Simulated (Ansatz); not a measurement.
Reaction (ligand exchange at the Si–C bond): `CC(F)=C=C[SiH3]` + `N[SiH](O)S` → `N[SiH](O)S[SiH3]` + `C=C=C(C)F`

Program: Ansatz. Geometries: PBE0-D4/def2-TZVP. ΔE: electronic, gas phase. CCSD(T)/CBS adds triple-zeta CCSD(T) − MP2 to the extrapolated MP2 energy (def2 sets, frozen cores). DFT in def2-TZVPP. Each species was taken in one conformer, which may not be the lowest.

Problem. Is it downhill or uphill in electronic energy at CCSD(T)/CBS, and by how much? (An estimate is asked.)

Solution. Ansatz gave: Downhill: ΔE = -57.0 kJ/mol.

Problem. What do these levels give: B2PLYP, r2SCAN, PBE0, HF/def2-TZVPP, SCS-MP2/def2-TZVPP, MP2/CBS(def2)? (Estimate.)

Solution. Ansatz gave: B2PLYP -52.8, r2SCAN -57.0, PBE0 -55.4, HF/def2-TZVPP -52.7, SCS-MP2/def2-TZVPP -54.1, MP2/CBS(def2) -59.4 kJ/mol.

Largest T1 diagnostic among the species: 0.012.

The D4 term adds −4.8 kJ/mol with B3LYP and −2.5 kJ/mol with PBE0; it sums over pairs of atoms, weighted by their polarisabilities, and B3LYP, whose exchange is more repulsive, gets the larger term.

B3LYP here is the variant with VWN-RPA as its local correlation; programs differ in this.
